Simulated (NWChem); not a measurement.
BBr₂Cl; SMILES B(Br)(Br)Cl

```xyz
4

B     -0.4064    -0.0061     0.0000
Cl    -2.1563    -0.0040     0.0000
Br     0.5528    -0.0054     1.6556
Br     0.5528    -0.0054    -1.6556
```
Atoms are numbered in this order, from 1.

Level: PBE-D3(BJ)/def2-SVP (NWChem), optimised geometry, unscaled harmonic frequencies. This build's default masses of Se (78.918 u) and Br (79.917 u) are each other's, which moves their modes by up to 0.6 %.

Question: List the harmonic frequencies with IR intensities, and the thermochemistry.

Answer: 
```
frequency (cm⁻¹)  IR intensity (km/mol)
----------------  ---------------------
163                                 0.0
194                                 0.2
342                                 0.4
391                                 0.7
818                               301.0
915                               282.1
```

- zero-point energy = 4.0 kcal/mol
- thermal correction to the enthalpy at 298.15 K (with zero-point energy) = 7.7 kcal/mol
- heat capacity Cv = 13.9 cal/(mol K)
- entropy at 298.15 K and 1 atm (symmetry number 2) = 77.1 cal/(mol K)
- dipole moment = 0.04 D

Rigid rotor and harmonic oscillator.
